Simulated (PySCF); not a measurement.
B(F)(Me)2 (C₂H₆BF), SMILES CB(C)F.

The structure is a stationary point at B3LYP-D3(BJ)/def2-SVP.

The numbers are results of PySCF with TDDFT-M06-2X/def2-SVPD, not measurements.

Vertical excitations. The molecule is in vacuum. State labels are in the subgroup C2.

Computed UV-visible absorptions:
```json
[
 {"state": "S1", "symmetry": "A", "energy (eV)": "6.72", "λ (nm)": "185", "f": "0.000", "main pairs": "HOMO→LUMO+1 97 %"},
 {"state": "S2", "symmetry": "B", "energy (eV)": "8.11", "λ (nm)": "153", "f": "0.050", "main pairs": "HOMO→LUMO 97 %"},
 {"state": "S3", "symmetry": "B", "energy (eV)": "9.36", "λ (nm)": "132", "f": "0.022", "main pairs": "HOMO−1→LUMO+1 79 %, HOMO−3→LUMO+1 15 %"},
 {"state": "S4", "symmetry": "A", "energy (eV)": "9.52", "λ (nm)": "130", "f": "0.002", "main pairs": "HOMO−2→LUMO+1 96 %"},
 {"state": "S5", "symmetry": "A", "energy (eV)": "9.61", "λ (nm)": "129", "f": "0.007", "main pairs": "HOMO→LUMO+2 86 %"},
 {"state": "S6", "symmetry": "B", "energy (eV)": "9.71", "λ (nm)": "128", "f": "0.027", "main pairs": "HOMO→LUMO+3 91 %"},
 {"state": "S7", "symmetry": "B", "energy (eV)": "10.06", "λ (nm)": "123", "f": "0.142", "main pairs": "HOMO−3→LUMO+1 78 %, HOMO−1→LUMO+1 14 %"},
 {"state": "S8", "symmetry": "B", "energy (eV)": "10.12", "λ (nm)": "123", "f": "0.023", "main pairs": "HOMO−2→LUMO 84 %"},
 {"state": "S9", "symmetry": "A", "energy (eV)": "10.16", "λ (nm)": "122", "f": "0.057", "main pairs": "HOMO−1→LUMO 79 %"},
 {"state": "S10", "symmetry": "A", "energy (eV)": "10.34", "λ (nm)": "120", "f": "0.049", "main pairs": "HOMO−3→LUMO 81 %"},
 {"state": "T1", "symmetry": "A", "energy (eV)": "6.37", "λ (nm)": "195", "f": "0", "main pairs": "HOMO→LUMO+1 97 %"},
 {"state": "T2", "symmetry": "B", "energy (eV)": "8.00", "λ (nm)": "155", "f": "0", "main pairs": "HOMO→LUMO 95 %"},
 {"state": "T3", "symmetry": "B", "energy (eV)": "8.48", "λ (nm)": "146", "f": "0", "main pairs": "HOMO−1→LUMO+1 78 %, HOMO−5→LUMO+1 13 %"},
 {"state": "T4", "symmetry": "A", "energy (eV)": "9.34", "λ (nm)": "133", "f": "0", "main pairs": "HOMO−2→LUMO+1 94 %"}
]
```
Triplets are in the Tamm–Dancoff approximation, which puts them higher than full response would, so one can lie above its singlet here.
